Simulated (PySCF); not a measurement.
# What each rung costs, and what it gives

Saddle point of GaH2Cl, closed shell (GaH₂Cl ([Cl][GaH2]) → GaH + HCl; bonds formed: Cl2–H3; bonds broken: Ga1–Cl2, Ga1–H3), PBE0-D4/def2-TZVP structure:

```
4
angstrom
Ga -0.7079 0.4677 -0.2272
Cl 1.4988 -0.8630 0.0939
H 0.6640 -0.0267 -1.0417
H -1.4549 0.4220 1.1751
```

Barriers are electronic and count from the start structure reached by relaxing down the imaginary mode.

Computed with PySCF 2.14 with density fitting (its default auxiliary sets; JK sets also for MP2 and CCSD(T)) (basis: as named in each row); correlated methods freeze the cores. Filled d shells of the heavier atoms are correlated. The def2 sets are not built for correlating such inner shells, so the correlated values are less sure here. B3LYP uses VWN-RPA correlation. Extrapolation: Hartree–Fock as exp(−7.88 √X), correlation as X^−2.97.

Times are rough, for one single point on 4 threads of a shared host (Arm Neoverse V1).

The estimate by CCSD(T) at an estimated basis limit (MP2 extrapolated from triple and quadruple zeta, plus CCSD(T) − MP2 in triple zeta) is 57.00 kcal/mol.

```json
{"method": "HF", "basis": "STO-3G", "time (s)": "under 1", "barrier (kcal/mol)": "107.60", "method less estimate": "50.59"}
{"method": "B3LYP-D4", "basis": "6-31G", "time (s)": "2", "barrier (kcal/mol)": "52.90", "method less estimate": "-4.10"}
{"method": "PBE0-D4", "basis": "def2-SVP", "time (s)": "2", "barrier (kcal/mol)": "54.91", "method less estimate": "-2.10"}
{"method": "MP2", "basis": "def2-QZVPP", "time (s)": "2", "barrier (kcal/mol)": "59.40", "method less estimate": "2.40"}
{"method": "PBE-D4", "basis": "def2-SVP", "time (s)": "2", "barrier (kcal/mol)": "47.04", "method less estimate": "-9.97"}
{"method": "SPW92", "basis": "def2-TZVPP", "time (s)": "3", "barrier (kcal/mol)": "45.69", "method less estimate": "-11.32"}
{"method": "PBE0-D4", "basis": "def2-TZVPP", "time (s)": "4", "barrier (kcal/mol)": "54.17", "method less estimate": "-2.83"}
{"method": "BHLYP-D4", "basis": "def2-TZVPP", "time (s)": "4", "barrier (kcal/mol)": "61.00", "method less estimate": "4.00"}
{"method": "B3LYP-D4", "basis": "def2-TZVPP", "time (s)": "4", "barrier (kcal/mol)": "52.11", "method less estimate": "-4.89"}
{"method": "PBE-D4", "basis": "def2-TZVPP", "time (s)": "4", "barrier (kcal/mol)": "46.51", "method less estimate": "-10.49"}
{"method": "CCSD(T)", "basis": "def2-SVP", "time (s)": "5", "barrier (kcal/mol)": "62.13", "method less estimate": "5.13"}
{"method": "r2SCAN-D4", "basis": "def2-TZVPP", "time (s)": "7", "barrier (kcal/mol)": "53.11", "method less estimate": "-3.89"}
{"method": "CCSD(T)", "basis": "def2-TZVPP", "time (s)": "41", "barrier (kcal/mol)": "59.79", "method less estimate": "2.79"}
{"method": "wB97M-V", "basis": "def2-TZVPP", "time (s)": "49", "barrier (kcal/mol)": "58.33", "method less estimate": "1.33"}
```

All methods are single points on the PBE0-D4 structures.

T1 diagnostic: at most 0.016. The restricted Hartree–Fock reference is unstable towards an unrestricted one at one or more of these structures.

Labels in which every atom is bracketed show which atoms are joined, not bond orders.
